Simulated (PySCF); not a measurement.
## SrN⁺: from constants to spectrum

PBE0 constants of SrN⁺, ³Σ⁻ (triplet), unpaired electrons π ↑↑ (PySCF, scalar-relativistic core potentials, basis sets Sr def2-SVPD with ECP28, N def2-SVPD; masses 87.9056 and 14.0031 u):

- ωe: 465.0 cm⁻¹
- ωexe: 3.5 cm⁻¹
- Be: 0.25832 cm⁻¹
- αe: 0.00203 cm⁻¹
- D (centrifugal): 3.19e-07 cm⁻¹
- De to Sr⁺ + N: 1.47 eV

**Question.** Give the vibrational terms G(v) and spacings up to v = 6.

**Answer.** G(v) = ωe(v+½) − ωexe(v+½)².

| v | G(v) (cm⁻¹) | G(v) − G(v−1) | Bv (cm⁻¹) |
| --- | --- | --- | --- |
| 0 | 232 |  | 0.2573 |
| 1 | 690 | 458 | 0.2553 |
| 2 | 1141 | 451 | 0.2532 |
| 3 | 1585 | 444 | 0.2512 |
| 4 | 2022 | 437 | 0.2492 |
| 5 | 2452 | 430 | 0.2472 |
| 6 | 2875 | 423 | 0.2451 |

**Question.** How well does the Morse estimate ωe²/(4ωexe) reproduce De, and what is D0?

**Answer.** It gives 1.91 eV, 130 % of the computed De. D0 = De − G(0) = 1.47 − 0.03 = 1.44 eV.

Spin–orbit coupling is left out. For an ion De counts to the pair picked by the measured ionisation energies or electron affinities, which need not be the lowest pair at this level. The state is the lowest determinant that a PBE0 search found; another state may lie lower at other levels.
